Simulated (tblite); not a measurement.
C₇H₁₁BN₂.
Numbering: `[CH:1]#[C:2][CH2:3][B@@H-:4]([C:5]#[N:6])[NH2+:7][CH2:8][CH:9]=[CH2:10]` (hydrogens: H11 on C1; H12, H13 on C3; H14 on B4; H15, H16 on N7; H17, H18 on C8; H19 on C9; H20, H21 on C10)
Bond orders are those of one Lewis drawing.

Computed with GFN2-xTB (tblite), gas phase: L-BFGS steps from a force-field or distance-geometry start until the largest atomic force falls under 0.01 eV/Å.

At the end of the run (lengths in Å): B4–N7 1.634, C3–B4 1.647, N7–H15 1.019, C9=C10 1.319, C1≡C2 1.200, N7–H16 1.024, C8–H17 1.094, C1–C2–C3 172.7°, C3–B4–N7 104.9°, B4–N7–C8 115.9°, C5–B4–N7 105.8°, C2–C3–B4–C5 -161°, C3–B4–N7–C8 171°, B4–N7–C8–C9 -177°, H19–C9–C8–N7 57°, H17–C8–C9–C10 117°.

Question: These geometries were met on the way; a selection of coordinates is given. Order them by energy above the end point, lowest first.
A. B4–N7 1.555, C3–B4 1.616, N7–H15 1.046, C9=C10 1.339, C1≡C2 1.220, N7–H16 1.043, C8–H17 1.111, C1–C2–C3 179.1°, C3–B4–N7 110.7°, B4–N7–C8 111.7°, C5–B4–N7 110.6°, C2–C3–B4–C5 165°, C3–B4–N7–C8 167°, B4–N7–C8–C9 -178°, H19–C9–C8–N7 112°, H17–C8–C9–C10 169°
B. B4–N7 1.638, C3–B4 1.643, N7–H15 1.020, C9=C10 1.321, C1≡C2 1.200, N7–H16 1.021, C8–H17 1.091, C1–C2–C3 175.9°, C3–B4–N7 103.5°, B4–N7–C8 116.3°, C5–B4–N7 104.9°, C2–C3–B4–C5 -170°, C3–B4–N7–C8 -178°, B4–N7–C8–C9 169°, H19–C9–C8–N7 87°, H17–C8–C9–C10 150°
C. B4–N7 1.615, C3–B4 1.631, N7–H15 1.016, C9=C10 1.305, C1≡C2 1.204, N7–H16 1.016, C8–H17 1.091, C1–C2–C3 179.5°, C3–B4–N7 108.5°, B4–N7–C8 110.6°, C5–B4–N7 108.8°, C2–C3–B4–C5 167°, C3–B4–N7–C8 167°, B4–N7–C8–C9 -179°, H19–C9–C8–N7 112°, H17–C8–C9–C10 170°
D. B4–N7 1.640, C3–B4 1.631, N7–H15 1.021, C9=C10 1.320, C1≡C2 1.199, N7–H16 1.021, C8–H17 1.093, C1–C2–C3 176.6°, C3–B4–N7 104.3°, B4–N7–C8 115.9°, C5–B4–N7 104.7°, C2–C3–B4–C5 -179°, C3–B4–N7–C8 177°, B4–N7–C8–C9 174°, H19–C9–C8–N7 97°, H17–C8–C9–C10 158°
E. B4–N7 1.631, C3–B4 1.638, N7–H15 1.020, C9=C10 1.322, C1≡C2 1.199, N7–H16 1.019, C8–H17 1.091, C1–C2–C3 177.2°, C3–B4–N7 107.4°, B4–N7–C8 112.4°, C5–B4–N7 107.1°, C2–C3–B4–C5 169°, C3–B4–N7–C8 168°, B4–N7–C8–C9 -178°, H19–C9–C8–N7 110°, H17–C8–C9–C10 172°

Answer: B (0.045 eV), D (0.075 eV), E (0.130 eV), C (0.211 eV), A (0.370 eV).

| step | E above end (eV) | rms distance from the end, all atoms (Å) | largest force (eV/Å) | rms shift of all bonds from the end (Å) |
| --- | --- | --- | --- | --- |
| 47 | 0.045 | 0.435 | 0.090 | 0.002 |
| 33 | 0.075 | 0.476 | 0.196 | 0.004 |
| 9 | 0.130 | 0.567 | 0.118 | 0.003 |
| 2 | 0.211 | 0.571 | 1.104 | 0.009 |
| 0 | 0.370 | 0.573 | 2.311 | 0.023 |

Rows stand in the order of the answer.
